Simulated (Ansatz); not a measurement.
`C[CH2][In]([F])[Cl]` + HCl → `C[CH2][In]([Cl])[Cl]` + H–F at 500 K and 1 bar (ligand exchange at the In–F bond).

Calculated with Ansatz (gas phase, PBE0-D4/def2-TZVP geometries, no zero-point term in ΔE). CCSD(T)/CBS is the MP2 limit (def2-TZVPP, def2-QZVPP) plus CCSD(T) − MP2 in def2-TZVPP, frozen cores. This one scheme is used for every species. Elements past krypton have def2 core potentials. For In outer-core shells are correlated without core-valence functions, which leaves a few kJ/mol of doubt a bond. Each species was taken in one conformer, which may not be the lowest.

```
               species  CCSD(T)/CBS energy (Eh)  H − E (kJ/mol)  S (J/(mol·K))
 `C[CH2][In]([F])[Cl]`               -828.58684           226.1          460.2
                   HCl               -460.38127            32.5          201.9
`C[CH2][In]([Cl])[Cl]`              -1188.59496           225.3          471.2
                   H–F               -100.39570            39.4          188.7
```

H − E and S are ideal-gas, rigid-rotor, harmonic terms from PBE0-D4/def2-TZVP, for one conformer and one mirror image of each species. 1 Eh = 2625.50 kJ/mol, R = 8.31446 J/(mol·K).

**Question.** By hand: ΔE, ΔH, ΔS and ΔG.

**Answer.** ΔE = (-1188.59496) + (-100.39570) − (-828.58684) − (-460.38127) = -0.02255 Eh = -59.2 kJ/mol. Δ(H − E) = 225.3 + 39.4 − 226.1 − 32.5 = 6.1, so ΔH = -53.1 kJ/mol. ΔS = 471.2 + 188.7 − 460.2 − 201.9 = -2.2 J/(mol·K). ΔG = -53.1 − 500 × (-2.2)/1000 = -52.0 kJ/mol.

**Question.** By hand: the equilibrium constant, and the temperature at which ΔG would vanish if ΔH and ΔS stayed fixed.

**Answer.** log₁₀ K = −ΔG/(RT ln 10) = 5.4. ΔG = 0 at ΔH/ΔS = 24136 K, far beyond where these terms or the molecules hold.

The number of gas molecules stays the same, so ΔS is small and ΔH decides. A doubt of 5 kJ/mol in ΔE shifts log₁₀ K by 0.5 here. Other conformers and mirror images would add mixing entropy, several J/(mol·K) or more a flexible species. Modes under 60 cm⁻¹, often nearly free rotors, make the harmonic entropy too high. These are equilibria of isolated gas molecules and say nothing of rates. Largest T1 diagnostic: 0.013 (customary marks: 0.02 for closed shells, 0.045 for open ones).
